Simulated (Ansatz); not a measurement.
Consider the substitution at a C–O bond: `C[O][Ga]([OH])[O]C` + `NC(O)(O)F` → `COC(N)(O)F` + `C[O][Ga]([OH])[OH]`.

Computed with Ansatz on PBE0-D4/def2-TZVP structures; ΔE is electronic, products minus reactants. CCSD(T)/CBS is the MP2 limit (def2-TZVPP, def2-QZVPP) plus CCSD(T) − MP2 in def2-TZVPP, frozen cores. DFT in def2-TZVPP. B3LYP here is the variant with VWN-RPA as its local correlation; programs differ in this. For Ga outer-core shells are correlated without core-valence functions, which leaves a few kJ/mol of doubt a bond. Scalar relativity is left out up to krypton. Each species was taken in one conformer, which may not be the lowest.

`C[O][Ga]([OH])[O]C`:

```xyz
13

C     2.336    0.421   -0.553
O     1.017   -0.079   -0.566
Ga   -0.202    0.424    0.613
O     0.224    1.602    1.869
O    -1.831   -0.255    0.519
C    -2.199   -1.198   -0.464
H     3.041   -0.406   -0.423
H     2.515    1.151    0.245
H     2.553    0.905   -1.511
H    -0.508    1.806    2.456
H    -3.052   -0.816   -1.035
H    -2.503   -2.133    0.018
H    -1.391   -1.424   -1.168
```

`NC(O)(O)F`:

Z-matrix (Å, degrees):
```
C
O 1 1.369
O 1 1.372 2 108.4
N 1 1.416 2 113.1 3 -124.6
F 1 1.384 2 108.5 3 117.9
H 2 0.964 1 108.0 3 -45.8
H 3 0.963 1 107.1 2 -175.2
H 4 1.012 1 109.5 2 53.6
H 4 1.012 1 110.1 2 -66.4
```

`COC(N)(O)F`:

Z-matrix (Å, degrees):
```
C
O 1 1.419
H 1 1.092 2 110.7
H 1 1.092 2 110.8 3 -121.8
H 1 1.089 2 106.1 3 119.3
C 2 1.372 1 115.7 3 51.8
O 6 1.369 2 107.3 1 174.9
N 6 1.417 2 113.2 1 -60.5
F 6 1.385 2 108.9 1 57.3
H 7 0.964 6 107.6 2 -40.9
H 8 1.011 6 109.9 2 167.2
H 8 1.012 6 109.5 2 -72.8
```

`C[O][Ga]([OH])[OH]`:

```xyz
10

C     1.590   -0.094    0.849
O     0.555    0.760    0.413
Ga   -0.870    0.163   -0.448
O    -1.015   -1.573   -0.783
O    -2.137    1.290   -0.969
H     2.536    0.216    0.393
H     1.694   -0.018    1.936
H     1.418   -1.146    0.596
H    -1.820   -1.800   -1.253
H    -1.950    2.202   -0.733
```

```csv
level,ΔE (kJ/mol),difference from CCSD(T)/CBS
PBE-D4,-13.5,2.9
r2SCAN-D4,-14.8,1.6
B3LYP-D4,-13.2,3.2
ωB97X-V,-15.3,1.1
ωB97M-V,-16.0,0.4
B2PLYP,-14.3,2.1
PBE,-13.1,3.3
r2SCAN,-14.7,1.7
PBE0,-13.0,3.4
B3LYP,-12.6,3.8
MP2/def2-TZVPP,-16.4,0.0
SCS-MP2/def2-TZVPP,-15.0,1.4
CCSD(T)/def2-TZVPP,-15.1,1.3
HF/def2-QZVPP,-11.0,5.4
SCS-MP2/def2-QZVPP,-15.8,0.6
CCSD/CBS(def2),-15.6,0.8
CCSD(T)/CBS,-16.4,0
```

Largest T1 diagnostic among the species: 0.014.

In def2-TZVPP, CCSD(T) changes the Hartree–Fock value by −4.3 kJ/mol (the triples alone add −0.8 kJ/mol) and MP2 by −5.6 kJ/mol.
